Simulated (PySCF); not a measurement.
These are PBE0-D4/def2-TZVP (PySCF) values and carry that method's errors. Gas-phase values, no solvent. One relaxed conformer stands for a flexible species; it need not be the lowest. Excitations are Tamm–Dancoff values on a coarser integration grid. The basis has no diffuse functions, so Rydberg states are missing or too high.

Reference species (SMILES): `[CH3][In]([CH3])[CH3]` (neutral, multiplicity 1).

```yaml
T1 excitation (TDA): 4.52 eV
HOMO–LUMO gap: 6.15 eV
HOMO: -6.99 eV
```

Changed species: `[CH3][In]([CH3])[SH]` (C–In–S–H torsion 0°) (1 of 3 CH3 replaced by SH; the reference has 0 of 3 CH3 replaced by SH).

Question: Give the shifts of the T1 excitation (TDA), HOMO–LUMO gap and HOMO.

Answer: the T1 excitation (TDA) drops by 0.03 eV, to 4.49 eV; the HOMO–LUMO gap falls by 0.06 eV, to 6.09 eV; the HOMO falls by 0.04 eV, to -7.03 eV.
